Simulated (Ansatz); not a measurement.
Conformers of `[SH][Ge][SH]`, each relaxed with PBE0-D4/def2-TZVP in Ansatz. CBS adds the triple-zeta coupled-cluster correction to the MP2 limit.

Outer-core shells of Ge are correlated without core-valence functions. Scalar relativity is left out up to krypton. Spin–orbit coupling is left out.

Not all of them had a frequency check.

Conformer A:

Z-matrix (Å, degrees):
```
S
Ge 1 2.244
H 1 1.343 2 100.7
S 2 2.244 1 102.9 3 0.0
H 4 1.343 2 100.8 1 0.0
```

Conformer B:

```xyz
5

S    -0.106   -0.913   -1.808
Ge   -0.976   -0.779    0.254
S     0.392    0.818    1.017
H     0.858    0.019   -1.701
H    -0.168    0.856    2.238
```

Which is lowest in electronic energy at CCSD(T)/CBS (frozen core, def2 sets), and by how much? (An estimate is asked.)

Computed: B; A lies 10.6 kJ/mol higher.

Give the energies relative to B (kJ/mol) with r2SCAN-D4/def2-TZVPP, ωB97M-V/def2-TZVPP, PBE/def2-TZVPP, MP2/def2-TZVPP, CCSD/def2-TZVPP, HF/CBS(def2), CCSD/CBS(def2). (Estimate.)

Computed: 
| level | A |
| --- | --- |
| r2SCAN-D4/def2-TZVPP | 10.8 |
| ωB97M-V/def2-TZVPP | 9.9 |
| PBE/def2-TZVPP | 9.6 |
| MP2/def2-TZVPP | 10.8 |
| CCSD/def2-TZVPP | 9.7 |
| HF/CBS(def2) | 9.7 |
| CCSD/CBS(def2) | 10.7 |
